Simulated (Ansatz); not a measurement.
An input meant for the cluster Na₄Li₂ (charge 0, singlet; atoms displaced at random, 0.08 Å in each coordinate).

```yaml
crystal:
  periodic: [false, false, false]
  atoms:
    - {symbol: Li, position_ang: [0.038039, -0.223586, 0.056128]}
    - {symbol: Li, position_ang: [-1.952896, -1.962468, -0.871958]}
    - {symbol: Na, position_ang: [2.857701, 0.277406, 1.340094]}
    - {symbol: Na, position_ang: [1.055964, -2.753814, 0.469798]}
    - {symbol: Na, position_ang: [-2.329632, 1.318038, -1.200092]}
    - {symbol: Na, position_ang: [0.555351, 3.036633, 0.200200]}
basis:
  gaussian: {orbitals: 6-31G}
total_charge: 1
magnetization: {spin_polarized: true, initial_magnetization: 7}
hamiltonian: {xc: {name: RPBE}}
accuracy: high
output: {forces: true}
```

```sh
$ ansatz run in.yaml --threads 4 --pin off --events-out ev --progress --plain --max-ram 3916MiB
```

Shortened log:

```
Functional definition: RPBE
1492 factors; integrals over basis functions are off by at most 3.7e-9 eV
mean field evaluation 1: about -18024.4199 eV, gradient 1.6e1 eV
mean field evaluation 2: about -18000.4726 eV, gradient 3.0e1 eV
mean field evaluation 4: about -18022.3204 eV, gradient 2.1e1 eV
mean field evaluation 8: about -18035.3536 eV, gradient 3.0e0 eV
mean field evaluation 16: about -18035.4975 eV, gradient 2.4e-1 eV
mean field evaluation 32: about -18035.5164 eV, gradient 4.0e-2 eV
mean field evaluation 64: about -18025.0598 eV, gradient 1.6e1 eV
mean field evaluation 96: about -18035.0195 eV, gradient 6.7e0 eV
mean field evaluation 128: about -18035.5176 eV, gradient 2.7e-2 eV
mean field evaluation 160: about -18035.0654 eV, gradient 1.9e-1 eV
mean field evaluation 192: about -18035.5165 eV, gradient 1.5e-1 eV
mean field evaluation 224: about -18033.7533 eV, gradient 8.6e0 eV
mean field evaluation 256: about -18035.4773 eV, gradient 1.5e0 eV
mean field evaluation 288: about -18035.4733 eV, gradient 1.7e0 eV
mean field evaluation 320: about -18035.0046 eV, gradient 6.2e0 eV
mean field evaluation 352: about -18035.5168 eV, gradient 1.3e-2 eV
mean field -18035.52020059 eV, -662.7931424570 hartree, gradient 2.1e-8 eV, S^2 15.750064; 20 other end points of the search recorded, 0 dependent functions left out
reference -18035.52020603 eV, -662.7931426568 hartree; 28, 21 occupied and 42, 49 virtual orbitals, 1492 factors
Total energy: -18035.52020603 eV, -662.7931426568 hartree
Atom 0 at     0.038039    -0.223586     0.056128 Å, force    -0.046970     0.277094    -0.022193 eV/Å
Atom 1 at    -1.952896    -1.962468    -0.871958 Å, force    -0.102453    -0.118279    -0.042326 eV/Å
Atom 2 at     2.857701     0.277406     1.340094 Å, force     0.110182     0.032198     0.054689 eV/Å
Atom 3 at     1.055964    -2.753814     0.469798 Å, force     0.175100    -0.423255     0.078046 eV/Å
Atom 4 at    -2.329632     1.318038    -1.200092 Å, force    -0.136041     0.150569    -0.068383 eV/Å
Atom 5 at     0.555351     3.036633     0.200200 Å, force     0.000183     0.081673     0.000166 eV/Å
Dipole moment:    -0.128445    -0.243387    -0.081949 e Å
```

In this input the spin is set far too high (7 unpaired electrons typed, 0 in the singlet as meant). Self-consistency was reached. The result belongs to that input, not to the species as meant.
